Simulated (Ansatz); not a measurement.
Cost and result for the atomization energy of Cl₂FH₃OSi₂, SMILES `O[Si@H](Cl)[Si@H](F)Cl` (9 atoms, 8 bonds).

```csv
atom,x (Å),y (Å),z (Å)
O1,-1.718,0.805,-0.776
Si2,-0.709,0.610,0.495
Cl3,0.217,2.378,1.012
Si4,1.035,-0.872,-0.028
F5,1.533,-0.499,-1.503
Cl6,0.321,-2.789,-0.068
H7,-1.341,1.028,-1.630
H8,-1.551,0.182,1.631
H9,2.213,-0.843,0.867
```

The species carries charge 0 and has multiplicity 1. Geometry: relaxed with PBE0-D4/def2-TZVP. It is one conformer, not always the lowest. Program: Ansatz. All runs use 4 threads of a server CPU on a shared host. Times are those of one run each, without the atoms' runs, and a repeat can differ threefold. Electronic energies, without spin–orbit coupling; frozen cores. CCSD(T)/CBS adds CCSD(T) − MP2 in def2-TZVPP to the MP2 limit, and its time is that of the two runs behind it. T1 = 0.011. B3LYP takes the VWN-RPA correlation (the form of Gaussian; ORCA's B3LYP/G).

CCSD(T)/CBS is a level of theory with its own doubt, some kJ/mol a heavy atom from the limit and from the frozen cores, so smaller differences don't rank the functionals.

```tsv
level	functions	wall time	atomization (kcal/mol)	difference from CCSD(T)/CBS	per bond
PBE-D4/def2-TZVPP (with forces)	272	2.6 s	769.1	2.2	0.3
PBE0-D4/def2-TZVPP	272	3.8 s	755.4	-11.5	-1.4
r2SCAN-D4/def2-TZVPP (with forces)	272	4.7 s	766.3	-0.6	-0.1
B3LYP-D4/def2-TZVPP (with forces)	272	6 s	754.0	-12.9	-1.6
B2PLYP/def2-TZVPP	272	6 s	748.9	-18.0	-2.2
ωB97X-V/def2-TZVPP	272	8.5 s	767.6	0.7	0.1
ωB97M-V/def2-TZVPP (with forces)	272	12 s	765.3	-1.6	-0.2
MP2/def2-QZVPP	484	20 s	780.6	13.7	1.7
CCSD(T)/def2-TZVPP	272	3.3 min	739.3	-27.6	-3.4
CCSD(T)/CBS(def2)	–	3.6 min	766.9	0.0	0.0
```

From PBE to PBE0 (25 % exact exchange), in def2-TZVPP and without D4, the atomization energy moves by −12.7 kcal/mol: exact exchange takes away binding that semilocal exchange gives to molecules. The D4 term adds +11.0 kcal/mol with B3LYP and +5.8 kcal/mol with PBE0; it sums over pairs of atoms, weighted by their polarisabilities, and B3LYP, whose exchange is more repulsive, gets the larger term. In def2-TZVPP, CCSD(T) changes the Hartree–Fock value by +180.5 kcal/mol (the triples alone add +12.8 kcal/mol) and MP2 by +205.1 kcal/mol; breaking electron pairs costs correlation energy, which Hartree–Fock lacks.
